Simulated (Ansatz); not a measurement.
Reaction (redistribution): `C#C[SiH](Cl)Cl` + `O[SiH2]/C=C/[SiH3]` → `O[SiH2][SiH](Cl)Cl` + `C#C/C=C\[SiH3]`

Isolated molecules relaxed with PBE0-D4/def2-TZVP in Ansatz; ΔE leaves out vibrations. CBS: MP2 limit from def2 TZ/QZ plus the TZ coupled-cluster correction, frozen cores. Double bonds are as drawn, so ΔE can hold a change between cis and trans. DFT in def2-TZVPP. Each species was taken in one conformer, which may not be the lowest.

| species | ωB97M-V energy (Eh) |
| --- | --- |
| `C#C[SiH](Cl)Cl` | -1287.33162 |
| `O[SiH2]/C=C/[SiH3]` | -735.22048 |
| `O[SiH2][SiH](Cl)Cl` | -1577.13234 |
| `C#C/C=C\[SiH3]` | -445.39843 |

(1) Work out ΔE.

Largest T1 diagnostic among the species: 0.012.

Results:

(1) ΔE = (-1577.13234) + (-445.39843) − (-1287.33162) − (-735.22048) = 0.02133 Eh = +56.0 kJ/mol. CCSD(T)/CBS gives +54.9 kJ/mol.

From PBE to PBE0 (25 % exact exchange), in def2-TZVPP and without D4, ΔE moves by +7.9 kJ/mol. In def2-TZVPP, CCSD(T) changes the Hartree–Fock value by −7.9 kJ/mol (the triples alone add −1.9 kJ/mol) and MP2 by −3.6 kJ/mol.
